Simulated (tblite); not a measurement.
Species: C₅H₈ClOSi (doublet state).
Z-matrix (Å and degrees, GFN2-xTB geometry), rows numbered from 1:
```
C 
C   1  1.2602
C   2  1.4918  1  149.26
O   3  1.3895  2  120.24  1    69.02
C   3  1.4997  2   61.95  1   176.17
Cl  5  1.7576  2  115.80  3  -106.38
C   5  1.4901  2  119.36  3   110.73
Si  7  1.9175  5  111.91  2  -148.62
H   1  1.0610  2  141.73  3  -178.80
H   3  1.0906  2  115.79  5   108.53
H   4  0.9643  3  109.28  2   -69.27
H   7  1.0903  5  108.08  2   -28.54
H   7  1.0912  5  109.51  2    88.50
H   8  1.4644  7  106.03  5   175.25
H   8  1.4579  7  109.19  5    55.20
H   8  1.4623  7  108.93  5   -66.33
```

Level: GFN2-xTB in tblite, geometry and Hessian alike; calculated harmonic values, unscaled, isolated species. Against measured fundamentals such values can be off by several per cent, at times by over 20. Modes of hydrogen on silicon can be 10 to 20 % off. One conformer, not necessarily the lowest. Open shells enter through the occupations alone, without spin polarisation, and single modes of such species can be off by tens of per cent.

Harmonic wavenumbers (cm⁻¹): 46.1, 89.3, 101.0, 140.7, 186.5, 212.0, 232.8, 259.8, 294.4, 353.1, 449.9, 510.8, 520.6, 537.1, 646.8, 653.2, 688.9, 712.0, 735.2, 759.6, 771.6, 787.4, 793.7, 852.7, 966.2, 1000.9, 1128.0, 1152.4, 1206.8, 1221.5, 1258.4, 1357.2, 1446.0, 1875.8, 2261.0, 2282.5, 2322.3, 2943.0, 2975.7, 2993.9, 3228.1, 3523.9.

A = 1762, B = 1158, C = 870.5 MHz; mass 147.003 u (most abundant isotopes); point group C1, symmetry number 1; spin multiplicity 2.

Problem. Zero-point energy?

Solution. ½Σν̃ = 23239 cm⁻¹ = 66.44 kcal/mol.

Problem. Give the ideal-gas entropy at 298.15 K and 1 bar in the rigid-rotor, harmonic-oscillator model (classical rotation).

Solution. Translation 40.89, rotation 29.58, vibration 31.05, spin (R ln 2) 1.38: S = 102.9 cal/(mol K).

Problem. And Cp and H(298.15 K) − H(0)?

Solution. Cp = 40.86 cal/(mol K), of which vibrations give 32.92 (their classical limit is 42 R = 83.5); H(298.15 K) − H(0) = 7.36 kcal/mol without the zero-point energy, 4.99 from vibrations.

Problem. Which modes carry the vibrational entropy at 298.15 K?

Solution. 46.1 cm⁻¹: 4.98; 89.3 cm⁻¹: 3.68; 101.0 cm⁻¹: 3.43; 140.7 cm⁻¹: 2.79; 186.5 cm⁻¹: 2.26; 212.0 cm⁻¹: 2.03 cal/(mol K); the other 36 give 11.88 together.

Problem. Blend soft modes into free rotors: weight 1/[1 + (100 cm⁻¹/ν̃)⁴] for the oscillator and the rest for a rotor with moment μB/(μ + B), μ = h/(8π²ν), B = 10⁻⁴⁴ kg m². What vibrational entropy results?

Solution. 29.00 cal/(mol K) in place of 31.05, which changes −T·S at 298.15 K by +0.61 kcal/mol.

Problem. How do the functions run with temperature in this model?

Solution. 
```csv
T (K),S (cal/(mol K)),Cp (cal/(mol K)),H − H(0) (kcal/mol),G − H(0) (kcal/mol),ln q(vib)
150,80.7,25.2,2.44,-9.67,3.02
250,96.1,36.1,5.51,-18.53,5.84
400,116.2,49.4,11.97,-34.49,10.05
600,138.5,60.8,23.08,-60.03,15.39
900,165.3,71.0,43.00,-105.77,22.56
```

q(vib) and H(0) count from the zero-point level.

Problem. What must be added to the electronic energy to get the Gibbs energy at 298.15 K and 1 bar?

Solution. ZPE + [H(298.15 K) − H(0)] − T·S = 66.44 + 7.36 − 30.68 = 43.12 kcal/mol.

Hindered rotation and anharmonicity are outside this model. Other conformers, if any are populated, would add a mixing term that is left out. The structure is chiral; the term R ln 2 for an equal mix with its mirror image is left out.

Hardware: one thread of an Arm Neoverse V2, no GPU, on a shared host. Cost: 0.55 s of wall time. This covers the Hessian and the dipole derivatives.
